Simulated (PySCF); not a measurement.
From computed data to an observable: oscillator strength and radiative lifetime

CH2F3InO2, SMILES [OH][In]([OH])[C](F)(F)F.

The structure is a stationary point at B3LYP-D3(BJ)/def2-SVP. The def2 effective core potentials stand for the cores of In; spin–orbit coupling is left out. The values are those of a single conformer.

TDDFT-PBE/def2-SVPD in PySCF puts the first singlet state with f over 0.02 at 4.81 eV (vertical), with the transition dipole (0.449, -0.004, -0.256) in atomic units.

### Question
Find the oscillator strength, the wavelength and the radiative lifetime that this transition would have in vacuum if emission retraced absorption.

### Answer

|μ|² = 0.2672 au, so |μ| = 1.31 D. ΔE = 4.81/27.211 = 0.1768 hartree. f = (2/3) ΔE |μ|² = 0.031 (the program prints 0.032).
λ = 1239.84/4.81 = 258 nm; ν = 38795 cm⁻¹.
Einstein's coefficient A = 0.6670 ν² f s⁻¹ (ν in cm⁻¹) = 3.2e7 s⁻¹, so τ = 1/A = 32 ns. This state is S2; the lower singlet has f = 0.000. The figure is the radiative limit of this one transition; relaxation, internal conversion, crossing to triplets and a medium change what is measured.
